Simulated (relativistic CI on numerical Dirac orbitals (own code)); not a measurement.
Os2+: L2,3 absorption edge

Computed with this model: Dirac-Coulomb-Breit CI, orbitals from a KLI potential per configuration, model QED (radiative potential, 1s self-energy scaled to tabulated hydrogen-like ionisation energies), valence Slater integrals scaled by 0.9, multiplet model of core-to-valence dipole absorption; configurations [Xe] 4f14 5d6 → [He] 2s2 2p5 3s2 3p6 3d10 4s2 4p6 4d10 4f14 5s2 5p6 5d7; 80 K; Lorentzian 5 eV and Gaussian 1 eV FWHM. Energies are those of the free ion, without screening or charge transfer. The branching ratio is the share of the lower-energy edge in the whole absorption, uncertain by about 0.02 where the edges overlap. S is read from ⟨S²⟩ = S(S + 1).

free ion: ground-state S = 1.91, centroid 11057.79 eV, branching ratio 0.877. Peaks (eV, height): 10871.0 (100), 12385.5 (15).

The statistical ratio of this edge is 2/3 = 0.667. Values above it arise where the holes sit mainly in the j = l + 1/2 valence subshell or the ground state has high spin; values below it where core-valence Coulomb terms move weight to the upper edge, as in nearly empty shells. At deep edges of heavy elements the radial integrals of the two core levels differ, which raises the baseline.

Strongest unbroadened transitions for free ion:

| Energy (eV) | Relative strength |
| --- | --- |
| 10870.05 | 59.8 |
| 10870.26 | 9.2 |
| 10870.36 | 100.0 |
| 10870.75 | 2.1 |
| 10870.92 | 24.5 |
| 10871.10 | 25.2 |
| 10871.16 | 2.6 |
| 10871.44 | 23.4 |
| 10871.73 | 16.5 |
| 10871.84 | 16.8 |
| 10872.08 | 42.5 |
| 10872.19 | 1.6 |
| 10873.07 | 3.0 |
| 12385.28 | 26.5 |
| 12385.31 | 10.2 |
| 12386.05 | 1.7 |
| 12386.07 | 4.3 |
| 12386.37 | 1.6 |
